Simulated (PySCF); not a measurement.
Isomers of C4H2F2O2, one GFN2-xTB conformer each. Single-point energies are computed at PBE0/pcSseg-1 (PySCF, gas phase, no added dispersion term), electronic only.

**Question.** Rank them by PBE0/pcSseg-1 energy, lowest first (kJ/mol).
A. `[O:1]=[c:2]1[cH:3][c:4]1[O:5][CH:6]([F:7])[F:8]` with C3–C4–O5–C6 180°, C4–O5–C6–F7 121°
B. `O=C1OCC(F)=C1F`
C. `FC1=COC=C(F)O1`
D. `FC1OC=C(F)OC=1`
E. `C1OC(=C(OC=1)F)F`

**Answer.** B (0.0), A (152.1), D (156.3), C (161.2), E (173.5).

As drawn, the lowest has a C=O bond and a C(=O)–O unit, which the highest lacks. Neighbours under 10 kJ/mol apart (O=c1cc1OC(F)F and FC1=COC(F)=CO1; FC1=COC(F)=CO1 and FC1=COC=C(F)O1) can change places with a better method, another conformer or zero-point energy. GFN2-xTB itself gives, in the same order: 0.0, 174.8, 68.4, 70.1, 85.4. Both levels put the same isomer lowest; measured from each level's own lowest isomer, the values differ by up to 91.1 kJ/mol (FC1=COC=C(F)O1: 70.1 against 161.2).

**Question.** Which frontier levels, dipoles and rotational constants go with these structures?

**Answer.** 
```json
{"SMILES": "O=C1OCC(F)=C1F", "HOMO (eV, PBE0/pcSseg-1)": "-8.38", "LUMO (eV)": "-1.50", "dipole (D)": "4.11", "A, B, C (MHz)": "3232, 2059, 1268"}
{"SMILES": "O=c1cc1OC(F)F", "HOMO (eV, PBE0/pcSseg-1)": "-7.60", "LUMO (eV)": "-0.90", "dipole (D)": "2.13", "A, B, C (MHz)": "4456, 1121, 1061"}
{"SMILES": "FC1=COC(F)=CO1", "HOMO (eV, PBE0/pcSseg-1)": "-6.20", "LUMO (eV)": "-0.36", "dipole (D)": "0.00", "A, B, C (MHz)": "5613, 1514, 1192"}
{"SMILES": "FC1=COC=C(F)O1", "HOMO (eV, PBE0/pcSseg-1)": "-6.14", "LUMO (eV)": "-0.35", "dipole (D)": "1.39", "A, B, C (MHz)": "3531, 1941, 1252"}
{"SMILES": "FC1=C(F)OC=CO1", "HOMO (eV, PBE0/pcSseg-1)": "-6.11", "LUMO (eV)": "-0.45", "dipole (D)": "2.84", "A, B, C (MHz)": "3070, 2427, 1356"}
```
